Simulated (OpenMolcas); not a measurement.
# Computed transition rates of Cl⁺

```json
{"Program": "OpenMolcas 26.06", "Method": "SS-CASPT2, IPEA 0.25 Eh, imaginary shift 0.1 Eh (closed shells correlated: 2s 2p 3s)", "Basis": "ANO-RCC-VQZP [6s5p3d2f1g]", "Scalar Hamiltonian": "DKH2, point nucleus", "Active space": "4 electrons in 3 orbitals (3p)", "State averaging": "2S+1 = 3 even, 3 roots; 2S+1 = 1 even, 6 roots", "Spin-orbit coupling": "state interaction with AMFI integrals over the reference wave functions, term energies averaged over their components"}
```

Rates come from the transition moments of the reference wave functions (E1 and E2 in the length form). At fixed line strength A goes as λ^-3 for E1 and M1 and as λ^-5 for E2, so a rate at the computed wavelength can be rescaled to the measured one. Measured vacuum wavelengths follow from level energies in NIST Handbook of Basic Atomic Spectroscopic Data. Branching counts decays inside the model space alone, at computed energies, and the table is only a selection of the E2 and M1 lines, drawn from those between levels with measured partners whose computed energy lies within a factor of 1.5 of the measured one.

```
      Upper        Lower  Type  λ computed (nm)  λ measured (nm)  A computed (s-1)  A rescaled (s-1)  Branching %
3s2 3p4 1S0  3s2 3p4 1D2    E2            577.9            616.4          3.36e+00          2.43e+00         72.4
3s2 3p4 1S0  3s2 3p4 3P1    M1            352.7            367.9          1.26e+00                           27.1
3s2 3p4 1D2  3s2 3p4 3P2    M1            854.6            858.1          9.54e-02                           77.7
3s2 3p4 1D2  3s2 3p4 3P1    M1            904.9            912.6          2.68e-02                           21.8
3s2 3p4 3P1  3s2 3p4 3P2    M1            15390            14370          6.19e-03          7.60e-03        100.0
3s2 3p4 3P0  3s2 3p4 3P1    M1            34750            33280          1.29e-03          1.47e-03        100.0
```

Spin-changing lines and M1 lines between different terms are not rescaled, since their strength hangs on the term gaps too.

The largest correction is for 3s2 3p4 1S0 → 3s2 3p4 1D2 (E2): 3.36e+00 × (577.9 / 616.4)^5 = 2.43e+00 s-1, a factor of 0.72.

The computed rate and branching of 3s2 3p4 3P1 → 3s2 3p4 3P2 give the upper level a radiative lifetime of 1.000 / 6.19e-03 s-1 = 1.62e+02 s, counting decays inside the model space alone. The rescaled rate gives about 1.3e+02 s.

No measured rate stands beside these. Rescaling mends the energy factor alone: line strengths can still be far off where a level mixes with configurations outside the active space, and weak or spin-changing lines hang on small mixing coefficients that depend on the term gaps too, so rescaling need not improve them.

CASPT2 does not keep the components of a term degenerate, so their means are used; among the terms shown or strongly mixed into the levels shown the widest spread is 190 cm-1 (3s2 3p4 1D). With the s shell closed, the reference lacks s² → p² mixing. Computed and measured levels are paired by configuration, term and J; levels that our copy of the source lacks, or whose pairing is in doubt (as where it misses far off the trend of its configuration), stay unpaired. Only configurations of the active space appear.
